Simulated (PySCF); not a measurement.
MnF4: Mn(IV) (d3), charge 0. The structure is a PBE0-D3(BJ)/def2-TZVP geometry optimised for multiplicity 4; coordination tetrahedral, point group C2, metal–donor distances 1.69–1.71 Å.

Method (PySCF 2.14, density fitting): CASSCF(3,5) with orbitals averaged over all microstates of the shell, strongly contracted NEVPT2 on the averaged canonical orbitals; basis x2c-TZVPall on the metal, x2c-SVPall elsewhere; spin-free X2C; gas phase; spin-orbit coupling by state interaction with the mean-field operator over all roots.

CASSCF energies above the lowest CASSCF root:

| state | CASSCF / cm⁻¹ |
| --- | --- |
| 4B (from 4T1) | 0 |
| 4B (from 4T1) | 7238 |
| 4A (from 4T1) | 8530 |
| 4A (from 4T2) | 12566 |
| 2A (from 2E) | 12847 |
| 4B (from 4T2) | 15135 |
| 2A (from 2E) | 15258 |
| 2B (from 2T1) | 17155 |
| 4B (from 4T2) | 19616 |
| 2B (from 2T2) | 20064 |
| 2B | 21680 |
| 4A | 23289 |
| 2B | 23791 |
| 2A | 24885 |
| 2A | 25630 |
| 2B | 25808 |
| 2A | 26367 |
| 2B | 28063 |
| 4B (from 4T1) | 28430 |
| 2A | 29262 |
| 2A | 31689 |
| 2B | 32759 |

Problem. How does dynamic correlation (SC-NEVPT2) move these states?

Solution. 
```
        state  NEVPT2 / cm⁻¹  shift / cm⁻¹
4B (from 4T1)              0             0
4B (from 4T1)           8867         +1629
4A (from 4T1)          10736         +2206
4A (from 4T2)          16144         +3577
 2A (from 2E)           8972         -3875
4B (from 4T2)          18726         +3591
 2A (from 2E)          11823         -3435
2B (from 2T1)          15639         -1516
4B (from 4T2)          24404         +4789
2B (from 2T2)          18507         -1558
           2B          20073         -1607
           4A          24761         +1472
           2B          23478          -313
           2A          25025          +141
           2A          25874          +244
           2B          24596         -1213
           2A          26845          +478
           2B          27500          -563
4B (from 4T1)          28239          -191
           2A          29832          +570
           2A          32015          +326
           2B          32864          +105
```

Charge-transfer states lie outside this active space and may come lower than some of these levels. NEVPT2 lifts 4A (from 4T1) from 8530 to 10736 cm⁻¹; on the d shell alone such lifts tend to overshoot. An active orbital has only 0.74 squared overlap with the free ion's shell, so the metal shell alone is a small active space here. NEVPT2 on the d shell alone tends to put d–d bands too high for such charged or covalently bound ions.
